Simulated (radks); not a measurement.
Values are calculated unless marked as measured or tabulated.
Neutral aluminium, 13 electrons, occupied as [Ne] 3s2 3p1.

Code: a radial shooting solver on a logarithmic mesh with Libxc functionals. Model: non-relativistic Kohn-Sham, PBE, spin-polarised, spherical densities, point nucleus; open shells are filled with parallel spins first; hard spherical wall at 6 bohr.

Energy parts (eV):
| part | energy |
|---|---|
| total | -6590.400 |
| kinetic | 6586.439 |
| electron-nucleus | -15764.891 |
| Hartree | 3090.230 |
| exchange-correlation | -502.178 |

Orbitals (lengths in bohr, moments of r in powers of bohr; <r^-3> diverges for s and p1/2; r(max) is where P^2 peaks):
| orbital | occ. | eigenvalue (eV) | <r^-3> | r(max) |
|---|---|---|---|---|
| 1s up | 1 | -1505.876 | - | 0.07870 |
| 1s down | 1 | -1505.817 | - | 0.07869 |
| 2s up | 1 | -106.0245 | - | 0.4981 |
| 2s down | 1 | -105.9531 | - | 0.4982 |
| 2p up | 3 | -67.9969 | 35.45 | 0.4292 |
| 2p down | 3 | -67.9052 | 35.43 | 0.4293 |
| 3s up | 1 | -6.9656 | - | 2.120 |
| 3s down | 1 | -6.0621 | - | 2.086 |
| 3p up | 1 | -1.5451 | 1.738 | 2.567 |
| 3p down | 0 | -0.5924 | 1.781 | 2.550 |
| 3d up | 0 | 5.2999 | 0.06894 | 3.319 |
| 3d down | 0 | 6.2062 | 0.06882 | 3.384 |
| 4s up | 0 | 8.4588 | - | 4.281 |
| 4s down | 0 | 9.0135 | - | 4.288 |
| 4p up | 0 | 12.6773 | 2.562 | 4.468 |
| 4p down | 0 | 13.2453 | 2.628 | 4.472 |

The highest occupied level is 3p up at -1.545 eV. The pressure on the wall is 2.73 GPa. Summed over all electrons, <r^2> = 26.60 bohr^2, which gives a Langevin (diamagnetic) susceptibility term of -21.1 x 10^-6 cm^3/mol. The spin density at the nucleus is -0.1372 e/bohr^3 (1s -0.0362, 2s 0.0239, 3s -0.1249), a Fermi contact field of -7.19 T. The electron density at the nucleus is 1406 e/bohr^3. The density falls to 0.001 e/bohr^3 at r = 4.40 bohr.
